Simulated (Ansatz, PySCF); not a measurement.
CdI2, triplet, at the geometry of the source list (a higher spin typed on purpose: for a closed-shell molecule this is an excited state) (core potentials on Cd, I). Base run: WB97X-V/def2-SVP in PySCF.

PySCF was given this input:
```python
from pyscf import gto, scf, dft

mol = gto.M(
    atom='''
Cd   -0.00000000   -0.00000000    0.00000000
I    -0.23780000    2.05200000   -1.64280000
I     0.23780000   -2.05200000    1.64280000
''',
    basis='def2-svp',
    ecp={'Cd': 'def2-svp', 'I': 'def2-svp'},
    spin=2,
    verbose=4,
)

mf = dft.UKS(mol)
mf.xc = 'wb97x_v'
mf.kernel()
```

The same geometry, method and basis name were run in Ansatz (a first-principles code) and PySCF, at each program's defaults and at the settings that a row names. The base is PySCF at its defaults. Differences at the defaults can come from grids, fitting, cores and function types together. The rows with settings made alike still differ; the cause (another SCF solution, basis table, core potential or functional code) wasn't traced.

```csv
code and settings,ΔE vs base (µEh),basis functions,E (Eh),SCF cycles
"PySCF, defaults (exact integrals, its default grid, spherical functions)",0.0,83,-763.02520,11
"Ansatz, defaults (factorised integrals, its default grid, spherical functions)",-3241,83,-763.02844,-
"PySCF, density fitting with def2-universal-jkfit",-81.4,83,-763.02528,11
"PySCF, fine grid",-9.6,83,-763.02521,11
"Ansatz, high accuracy",-3244,83,-763.02844,-
```

Open shells are given as the SCF converged; they aren't shown to be the lowest states, and a large step between rows can be another state.
